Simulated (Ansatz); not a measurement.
A single point on CH7FO3Si2 (`C[Si@H](O)O[Si@@H](O)F`).

```yaml
crystal:
  periodic: [false, false, false]
  atoms:
    - {symbol: C, position_ang: [-0.924015, 0.860437, -1.767013]}
    - {symbol: Si, position_ang: [-0.039648, -0.516635, -0.916382]}
    - {symbol: O, position_ang: [-1.131336, -1.304472, 0.052962]}
    - {symbol: O, position_ang: [1.150935, 0.086222, 0.037126]}
    - {symbol: Si, position_ang: [1.332459, 0.332175, 1.634366]}
    - {symbol: O, position_ang: [-0.103451, 0.324582, 2.392888]}
    - {symbol: F, position_ang: [2.257197, -0.839291, 2.186951]}
    - {symbol: H, position_ang: [-0.225077, 1.468836, -2.345534]}
    - {symbol: H, position_ang: [-1.412362, 1.507875, -1.033941]}
    - {symbol: H, position_ang: [-1.688787, 0.474002, -2.444429]}
    - {symbol: H, position_ang: [0.573517, -1.491290, -1.852015]}
    - {symbol: H, position_ang: [-1.031290, -2.253458, 0.140881]}
    - {symbol: H, position_ang: [2.017513, 1.600548, 1.905180]}
    - {symbol: H, position_ang: [-0.775645, -0.249531, 2.008971]}
basis:
  gaussian: {orbitals: def2-QZVPP}
correlation: {method: mp2}
```

```sh
$ ansatz run in.yaml --threads 2 --pin off --events-out ev --progress --plain --max-ram 32768MiB --backend cuda --devices 0, --max-vram 18GiB
```

Output, abridged:

```
Functional definition: HF
3825 factors; integrals over basis functions are off by at most 1.0e-3 eV
mean field evaluation 1: about -25690.1487 eV, gradient 6.5e1 eV
mean field evaluation 2: about -25690.3256 eV, gradient 6.5e1 eV
mean field evaluation 4: about -25697.8861 eV, gradient 4.4e0 eV
mean field evaluation 8: about -25697.9624 eV, gradient 2.7e-1 eV
mean field -25697.96268732 eV, -944.3827100542 hartree, gradient 2.7e-6 eV, S^2 0.000000; 0 other end points of the search recorded, 0 dependent functions left out
15 core orbitals not correlated: weight in the atoms' cores, before any rotation towards them, 1.000 or more for the frozen orbitals, at most 0.000 for the correlated occupied ones
reference -25697.96268732 eV, -944.3827100542 hartree; 22, 22 occupied and 598, 598 virtual orbitals, 3825 factors
second order -40.52945657 eV of doubles, -0.00000000 eV of singles
Total energy: -25738.49214389 eV, -945.8721401112 hartree
```

Hardware: 2 threads of an AMD EPYC 7R13 on a shared host and a share of an NVIDIA H100 80 GB. Wall time 14 s, peak host memory 1.2 GiB.
